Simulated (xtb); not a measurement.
lithium fluoride (FLi), singlet, from a rough starting geometry (GFN-xTB shapes and energies of metal compounds can be far from the true ones); xtb 6.7.1 with GFN2-xTB.

Here is a job for xtb.
```
$ xtb mol.xyz --gfn 2 --opt vtight --json

# file mol.xyz
2

Li     0.01989282     0.00355694    -0.85458647
F      0.00661692     0.03922763     0.82925099
```

Problem. Predict the main parts of the log of this xtb run.

Solution. 
```
   ID    Z sym.   atoms
    1    3 Li     1
    2    9 F      2

           -------------------------------------------------
          |                Calculation Setup                |
           -------------------------------------------------

           -------------------------------------------------
          |                 G F N 2 - x T B                 |
           -------------------------------------------------

          ...................................................
          :                      SETUP                      :
          :.................................................:
          :  # basis functions                   8          :
          :  # atomic orbitals                   8          :
          :  # shells                            4          :
          :  # electrons                         8          :
          :  max. iterations                   250          :
          :  Hamiltonian                  GFN2-xTB          :
          :  restarted?                      false          :
          :  GBSA solvation                  false          :
          :  PC potential                    false          :
          :  electronic temp.          300.0000000     K    :
          :  accuracy                    1.0000000          :
          :  -> integral cutoff          0.2500000E+02      :
          :  -> integral neglect         0.1000000E-07      :
          :  -> SCF convergence          0.1000000E-05 Eh   :
          :  -> wf. convergence          0.1000000E-03 e    :
          :  Broyden damping             0.4000000          :
          :  net charge                          0          :
          :  unpaired electrons                  0          :
          ...................................................

 iter      E             dE          RMSdq      gap      omega  full diag
   1     -5.0804315 -0.508043E+01  0.133E+01    4.09       0.0  T
   2     -5.0810911 -0.659602E-03  0.852E+00    4.16       1.0  T
   3     -5.0814051 -0.314041E-03  0.565E-01    4.34       1.0  T
   4     -5.0814126 -0.750931E-05  0.310E-01    4.36       1.0  T
   5     -5.0814129 -0.292197E-06  0.655E-03    4.39      10.8  T
   6     -5.0814129 -0.355416E-07  0.118E-02    4.38       6.0  T
   7     -5.0814129 -0.465199E-09  0.581E-03    4.38      12.2  T
   8     -5.0814129 -0.350298E-10  0.312E-04    4.38     226.5  T
   9     -5.0814129 -0.310862E-13  0.131E-04    4.38     538.3  T

   *** convergence criteria satisfied after 9 iterations ***

         :::::::::::::::::::::::::::::::::::::::::::::::::::::
         ::                     SUMMARY                     ::
         :::::::::::::::::::::::::::::::::::::::::::::::::::::
         :: total energy              -5.074979740731 Eh    ::
         :: gradient norm              0.044024218776 Eh/a0 ::
         :: HOMO-LUMO gap              4.382922098173 eV    ::
         ::.................................................::
         :: SCC energy                -5.081412935946 Eh    ::
         :: -> isotropic ES            0.079315278392 Eh    ::
         :: -> anisotropic ES          0.006188295760 Eh    ::
         :: -> anisotropic XC         -0.001920611728 Eh    ::
         :: -> dispersion             -0.000171579049 Eh    ::
         :: repulsion energy           0.006433195214 Eh    ::
         :: add. restraining           0.000000000000 Eh    ::
         :: total charge              -0.000000000000 e     ::
         :::::::::::::::::::::::::::::::::::::::::::::::::::::

      -----------------------------------------------------------
     |                   =====================                   |
     |                        A N C O P T                        |
     |                   =====================                   |
     |               Approximate Normal Coordinate               |
     |                Rational Function Optimizer                |
[...]
 * total energy  :    -5.0749797 Eh     change       -0.1216804E-12 Eh
 * total energy  :    -5.0783028 Eh     change       -0.3323019E-02 Eh
 * total energy  :    -5.0796730 Eh     change       -0.1370288E-02 Eh
 * total energy  :    -5.0804772 Eh     change       -0.8041471E-03 Eh
 * total energy  :    -5.0805298 Eh     change       -0.5255763E-04 Eh
 * total energy  :    -5.0805305 Eh     change       -0.7245587E-06 Eh
 * total energy  :    -5.0805308 Eh     change       -0.3324610E-06 Eh
 * total energy  :    -5.0805308 Eh     change       -0.8316015E-11 Eh
   *** GEOMETRY OPTIMIZATION CONVERGED AFTER 8 ITERATIONS ***
[...]

   *** convergence criteria satisfied after 3 iterations ***

         :::::::::::::::::::::::::::::::::::::::::::::::::::::
         ::                     SUMMARY                     ::
         :::::::::::::::::::::::::::::::::::::::::::::::::::::
         :: total energy              -5.080530809483 Eh    ::
         :: gradient norm              0.000000046119 Eh/a0 ::
         :: HOMO-LUMO gap              5.169826110137 eV    ::
         ::.................................................::
         :: SCC energy                -5.097473206602 Eh    ::
         :: -> isotropic ES            0.073416988774 Eh    ::
         :: -> anisotropic ES          0.005241871015 Eh    ::
         :: -> anisotropic XC         -0.001806533582 Eh    ::
         :: -> dispersion             -0.000171529263 Eh    ::
         :: repulsion energy           0.016942397119 Eh    ::
         :: add. restraining           0.000000000000 Eh    ::
         :: total charge               0.000000000000 e     ::
         :::::::::::::::::::::::::::::::::::::::::::::::::::::

           -------------------------------------------------
          |                Property Printout                |
           -------------------------------------------------

    * Orbital Energies and Occupations

         #    Occupation            Energy/Eh            Energy/eV
      -------------------------------------------------------------
         1        2.0000           -0.6823466             -18.5676
         2        2.0000           -0.4016301             -10.9289
         3        2.0000           -0.4016301             -10.9289
         4        2.0000           -0.4011901             -10.9169 (HOMO)
         5                         -0.2112025              -5.7471 (LUMO)
         6                         -0.0561232              -1.5272
         7                         -0.0561232              -1.5272
         8                          0.2434625               6.6250
      -------------------------------------------------------------
                  HL-Gap            0.1899876 Eh            5.1698 eV
             Fermi-level           -0.3061963 Eh           -8.3320 eV

     #   Z          covCN         q      C6AA      α(0)
     1   3 Li       0.604     0.589    79.372    32.150
     2   9 F        0.604    -0.589    16.198     4.747

 Mol. C6AA /au·bohr⁶  :        135.321512
 Mol. C8AA /au·bohr⁸  :       7707.162566
 Mol. α(0) /au        :         36.897410

Wiberg/Mayer (AO) data.
largest (>0.10) Wiberg bond orders for each atom

 ---------------------------------------------------------------------------
     #   Z sym  total        # sym  WBO       # sym  WBO       # sym  WBO
 ---------------------------------------------------------------------------
     1   3 Li   0.757 --     2 F    0.757
     2   9 F    0.757 --     1 Li   0.757
 ---------------------------------------------------------------------------

Topologies differ in total number of bonds
Writing topology from bond orders to xtbtopo.mol

molecular dipole:
                 x           y           z       tot (Debye)
 q only:        0.013      -0.036      -1.692
   full:        0.019      -0.050      -2.383       6.059
molecular quadrupole (traceless):
                xx          xy          yy          xz          yz          zz
 q only:       -0.038      -0.001      -0.044      -0.064      -0.101       0.082
  q+dip:       -0.989      -0.001      -0.996      -0.112      -0.083       1.985
   full:       -0.347      -0.001      -0.355      -0.097      -0.124       0.702

optimized geometry written to: xtbopt.xyz

           -------------------------------------------------
          | TOTAL ENERGY               -5.080530809483 Eh   |
          | GRADIENT NORM               0.000000046119 Eh/α |
          | HOMO-LUMO GAP               5.169826110137 eV   |
           -------------------------------------------------

normal termination of xtb
```
